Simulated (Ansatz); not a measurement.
CH5BSeSi (`BC1[SiH2][Se]1`). The species carries charge 0 and has multiplicity 1. Geometry: relaxed with PBE0-D4/def2-TZVP.

```xyz
9

B    -1.277    0.708    0.079
C     0.202    0.713   -0.229
Si    0.883   -1.022    0.041
Se    1.568    0.680    1.263
H    -1.677    0.374    1.156
H    -2.054    0.961   -0.798
H     0.603    1.180   -1.125
H     1.743   -1.550   -1.039
H     0.011   -2.045    0.652
```

Q: What is the dipole moment at PBE/def2-TZVPP? (Estimate.)

A: Ansatz gave: 1.54 D, with components (0.52, -1.04, -1.01) D in this frame, pointing from negative to positive charge.

Q: And with r2SCAN, B3LYP, ωB97M-V? (An estimate is asked.)

A: The calculation gave: r2SCAN 1.61 D, B3LYP 1.63 D, ωB97M-V 1.70 D.

Q: Give the Mulliken charges with PBE, B3LYP, r2SCAN in def2-TZVPP. (Estimate.)

A: The calculation gave: 
```
atom    PBE  B3LYP  r2SCAN
  B1  -0.13  -0.14   -0.07
  C2  -0.09  -0.14   -0.12
 Si3   0.20   0.26    0.28
 Se4  -0.08  -0.10   -0.13
  H5   0.03   0.04    0.02
  H6   0.02   0.03    0.00
  H7   0.13   0.13    0.11
  H8  -0.03  -0.04   -0.05
  H9  -0.03  -0.03   -0.04
```

B3LYP here is the variant with VWN-RPA as its local correlation; programs differ in this.
